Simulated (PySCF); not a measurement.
3,3-dimethyl-2-pentanone, C7H14O.
Cartesian coordinates in Å at the PBE0-D3(BJ)/def2-SVP level; atoms count from 1:
```
atom  x, y, z in Å
C1    -1.777   -1.335    0.087
C2    -1.079   -0.211   -0.662
C3    -0.037    0.592    0.151
C4    -0.698    1.306    1.326
C5     0.622    1.620   -0.775
C6     1.020   -0.383    0.689
C7     1.964   -1.028   -0.301
O8     1.104   -0.634    1.867
H9    -1.063   -2.084    0.463
H10   -2.343   -0.960    0.952
H11   -2.489   -1.857   -0.571
H12   -0.593   -0.617   -1.565
H13   -1.827    0.511   -1.032
H14   -1.520    1.947    0.970
H15   -1.094    0.593    2.061
H16    0.029    1.939    1.856
H17    1.424    2.171   -0.258
H18   -0.126    2.356   -1.107
H19    1.050    1.155   -1.676
H20    1.463   -1.328   -1.232
H21    2.750   -0.306   -0.574
H22    2.440   -1.895    0.173
```

Level of theory: PBE0-D3(BJ)/def2-SVP geometry optimisation, gas phase (PySCF).

Masses are those of the commonest isotopes; rigid-rotor values at the optimised geometry. The values belong to one conformer with, in the numbering `[CH3:1][CH2:2][C:3]([CH3:4])([CH3:5])[C:6]([CH3:7])=[O:8]`, C1–C2–C3–C4 -63°, C2–C3–C6–C7 69°.

Question: What are A, B and C (GHz)?

Answer: Ia = 236.13, Ib = 282.98, Ic = 314.66 u·Å²; 505379 MHz·u·Å²/I gives 2140, 1786 and 1606 MHz, that is A = 2.1403, B = 1.7859, C = 1.6061 GHz.

Question: Classify the top.

Answer: An asymmetric top; Ray's κ = -0.327.

Question: What does the inertial defect say?

Answer: Not planar: Δ = Ic − Ia − Ib = -204.45 u·Å². For a rigid frame Δ = −2 Σ m c², so Σ m c² = 102.22 u·Å² lies off the ab plane: 25.28 from hydrogen and 76.95 from heavier atoms. The atom farthest from that plane is 2.00 Å away.

Question: Give the other two planar moments, Paa and Pbb, and the rms extents of the mass along the axes.

Answer: Paa = Σ m a² = (Ib + Ic − Ia)/2 = 180.76 and Pbb = Σ m b² = (Ia + Ic − Ib)/2 = 133.91 u·Å². With the mass M = 114.10 u, the rms extents √(P/M) along a, b and c are 1.26, 1.08, 0.95 Å.

Question: List the rotational levels J(Ka,Kc) to J = 2 (cm⁻¹).

Answer: Above 0(0,0):
J = 1: 1(0,1) 0.1131, 1(1,1) 0.1250, 1(1,0) 0.1310
J = 2: 2(0,2) 0.3377, 2(1,2) 0.3453, 2(1,1) 0.3633, 2(2,1) 0.3987, 2(2,0) 0.4005
Those of J = 1 are B + C, A + C and A + B.

Question: Which types of transition are allowed, and where do some lines up to J = 2 fall?

Answer: The dipole components are |μa| = 0.82 D, |μb| = 0.96 D, |μc| = 2.33 D. The squared components, which scale the intensities, stand as 0.12 : 0.17 : 1.00 (a : b : c). Some lines, for components of 0.1 D or more:

```tsv
type	branch	J(Ka,Kc)	MHz	lower level (cm⁻¹)
c	Q	1(1,1) ← 1(0,1)	354	0.113
b	Q	1(1,0) ← 1(0,1)	534	0.113
b	Q	2(1,1) ← 2(0,2)	767	0.338
c	Q	2(2,1) ← 2(1,1)	1063	0.363
b	Q	2(2,0) ← 2(1,1)	1116	0.363
b	Q	2(2,1) ← 2(1,2)	1603	0.345
b	R	1(1,1) ← 0(0,0)	3746	0.000
c	R	1(1,0) ← 0(0,0)	3926	0.000
b	R	2(0,2) ← 1(1,1)	6377	0.125
a	R	2(1,2) ← 1(1,1)	6604	0.125
a	R	2(0,2) ← 1(0,1)	6731	0.113
b	R	2(1,2) ← 1(0,1)	6959	0.113
a	R	2(1,1) ← 1(1,0)	6964	0.131
c	R	2(1,1) ← 1(0,1)	7498	0.113
b	R	2(2,1) ← 1(1,0)	8027	0.131
c	R	2(2,0) ← 1(1,0)	8080	0.131
c	R	2(2,1) ← 1(1,1)	8207	0.125
b	R	2(2,0) ← 1(1,1)	8260	0.125
```

Not checked by PBE0-D3(BJ)/def2-SVP frequencies. These are rigid-rotor constants of the computed structure; measured ground-state constants (B0) also hold zero-point vibration. A rigid rotor knows nothing of internal rotation, which can split or shift real lines.
